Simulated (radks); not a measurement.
Results of a calculation; reference values are marked as such.
Ionisation of As, [Ar] 3d10 4s2 4p3, to As+, [Ar] 3d10 4s2 4p2, under several functionals. Dirac Kohn-Sham, spin-unpolarised, spherical densities, point nucleus; open shells fill j = l - 1/2 first; a radial shooting solver on a logarithmic mesh with Libxc functionals.

| functional | E(As) (hartree) | Exc (hartree) | IE (eV) | -e(HOMO) (eV) | <r> HOMO (bohr) | IE error (eV) |
|---|---|---|---|---|---|---|
| exchange-only LDA | -2254.92909 | -77.57895 | 8.019 | 4.144 | 2.628 | -1.770 |
| PBEsol | -2259.33802 | -82.07124 | 8.987 | 5.047 | 2.570 | -0.802 |
| SOGGA | -2259.09348 | -81.82444 | 8.896 | 4.963 | 2.572 | -0.893 |
| RPBE | -2261.16610 | -83.93256 | 8.940 | 5.016 | 2.585 | -0.849 |
| PBE | -2260.93798 | -83.69932 | 8.979 | 5.047 | 2.579 | -0.809 |
| exchange-only PBE | -2259.37163 | -82.09315 | 8.158 | 4.291 | 2.649 | -1.631 |
| HCTH/407 | -2262.44075 | -85.33554 | 9.115 | 5.177 | 2.583 | -0.673 |
| LDA (Slater exchange, Perdew-Zunger correlation) | -2257.88243 | -80.59139 | 9.151 | 5.195 | 2.570 | -0.638 |

NIST Atomic Spectra Database: 9.789 eV (measured). Closest: LDA (Slater exchange, Perdew-Zunger correlation). The Delta-SCF values span 1.13 eV, the total energies 7.51 hartree. The highest occupied level is 4p3/2. Spin polarisation and multiplet splitting are left out, so open shells lie too high by an amount that depends on their filling.

Beside tabulated values, note that spin-unpolarised runs miss the spin-polarisation part of the exchange energy of open shells.
